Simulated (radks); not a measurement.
Species: Hg XVIII. Configuration: [Kr] 4d10 4f14 5s2 5p1.

Method: scalar-relativistic Kohn-Sham, BLYP, spin-polarised, spherical densities, finite nucleus; open shells are filled with parallel spins first (spin-orbit coupling, left out, can overturn this in heavy ions); Fermi nuclear charge, rms radius 5.4648 fm; computed with a radial shooting solver on a logarithmic mesh with Libxc functionals.

Energy parts (eV):
total: -531087.52
kinetic: 596137.12
electron-nucleus: -1298864.40
Hartree: 181372.12
exchange-correlation: -9732.36

Orbitals (lengths in bohr, moments of r in powers of bohr; r(max) is where P^2 peaks; r(90%) holds 90 % of the orbital's charge):
orbital,occ.,eigenvalue (eV),r(90%),r(max),<1/r>
1s up,1,-83528.10,0.0304,0.01023,97.53
1s down,1,-83527.90,0.0304,0.01023,97.53
2s up,1,-15116.56,0.109,0.05915,22.89
2s down,1,-15116.45,0.109,0.05915,22.89
2p up,3,-13093.36,0.103,0.04905,20.29
2p down,3,-13093.20,0.103,0.04905,20.29
3s up,1,-3868.467,0.265,0.1667,8.490
3s down,1,-3868.346,0.265,0.1667,8.490
3p up,3,-3283.456,0.272,0.1663,7.727
3p down,3,-3283.318,0.272,0.1663,7.727
3d up,5,-2667.408,0.255,0.1353,7.267
3d down,5,-2667.271,0.255,0.1353,7.267
4s up,1,-1133.615,0.570,0.3751,3.655
4s down,1,-1133.363,0.570,0.3751,3.655
4p up,3,-940.9934,0.613,0.3949,3.301
4p down,3,-940.7148,0.613,0.3949,3.301
4d up,5,-712.1091,0.660,0.4012,2.973
4d down,5,-711.7660,0.660,0.4012,2.974
4f up,7,-457.2893,0.730,0.3625,2.602
4f down,7,-456.8264,0.728,0.3624,2.606
5s up,1,-454.7933,1.16,0.7941,1.661
5s down,1,-452.7569,1.16,0.7927,1.664
5p up,1,-392.9001,1.27,0.8642,1.499
5p down,0,-390.7135,1.27,0.8629,1.500

The highest occupied level is 5p up at -392.90 eV. Summed over all electrons, <r^2> = 10.49 bohr^2, which gives a Langevin (diamagnetic) susceptibility term of -8.31 x 10^-6 cm^3/mol. For comparison, the ionisation energy in NIST's Atomic Spectra Database is 429 eV (theoretical). In exact Kohn-Sham theory the highest level is minus the ionisation energy, but local and semilocal functionals leave it too shallow, through self-interaction and a potential that decays too fast; potentials with the right tail come closer.
